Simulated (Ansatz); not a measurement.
Computed with Ansatz on PBE0-D4/def2-TZVP structures; ΔE is electronic, products minus reactants. CCSD(T)/CBS adds triple-zeta CCSD(T) − MP2 to the extrapolated MP2 energy (def2 sets, frozen cores). Functionals use def2-TZVPP. Each species was taken in one conformer, which may not be the lowest.

`C[SiH](F)B[SiH3]` → `B[Si](C)(F)[SiH3]`  (isomerisation)

| level | ΔE (kJ/mol) |
| --- | --- |
| PBE-D4 | -11.3 |
| CCSD(T)/def2-TZVPP | -5.1 |
| SCS-MP2/def2-QZVPP | -4.8 |
| MP2/CBS(def2) | -6.6 |

Question: What does CCSD(T)/CBS give? (Estimate.)

Answer: Ansatz gave: -5.7 kJ/mol. The listed levels differ from it by -5.6, 0.6, 0.9, -0.9 kJ/mol.

Largest T1 diagnostic among the species: 0.013.

In def2-TZVPP, CCSD(T) changes the Hartree–Fock value by −4.4 kJ/mol (the triples alone add −1.3 kJ/mol) and MP2 by −5.3 kJ/mol.
